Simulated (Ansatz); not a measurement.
CH₇AlOSi, SMILES `C[SiH2][O][AlH2]`, relaxed with RKS PBE-D4/def2-SVP in the Gaussian-basis code of Ansatz from a rough embedded geometry. The force threshold is 0.03 eV/Å; the program also tests the step.

The species carries charge 0 and has multiplicity 1.

Start:

```xyz
11

C     1.196   -1.496   -0.607
Si    0.151   -0.318    0.303
O    -0.399    0.835   -0.798
Al   -1.441    2.063    0.093
H     0.653   -2.036   -1.376
H     2.111   -1.030   -1.052
H     1.600   -2.291    0.109
H     0.969    0.354    1.324
H    -1.001   -1.060    0.863
H    -0.811    3.277    0.828
H    -3.030    1.702    0.313
```

| step | energy (eV) | largest force (eV/Å) | largest move (Å) |
| --- | --- | --- | --- |
| 1 | -17655.6475 | 2.229 | 0.000 |
| 2 | -17655.9358 | 1.126 | 0.125 |
| 3 | -17656.0447 | 0.556 | 0.118 |
| 4 | -17656.1365 | 0.241 | 0.200 |
| 5 | -17656.1975 | 0.134 | 0.200 |
| 6 | -17656.2240 | 0.518 | 0.195 |
| 7 | -17656.2519 | 0.274 | 0.200 |
| 8 | -17656.2588 | 0.057 | 0.113 |
| 9 | -17656.2592 | 0.133 | 0.063 |
| 10 | -17656.2604 | 0.012 | 0.018 |

End:

```xyz
11

C     1.125   -1.354   -0.720
Si    0.251   -0.622    0.776
O    -0.676    0.688    0.319
Al   -1.510    2.136   -0.052
H     0.394   -1.689   -1.483
H     1.802   -0.612   -1.189
H     1.734   -2.231   -0.419
H     1.269   -0.188    1.802
H    -0.640   -1.661    1.409
H    -0.749    3.521    0.161
H    -3.000    2.011   -0.603
```

Hardware: 2 threads of an AMD EPYC on a shared host. Wall time 63 s, peak host memory 0.16 GiB.
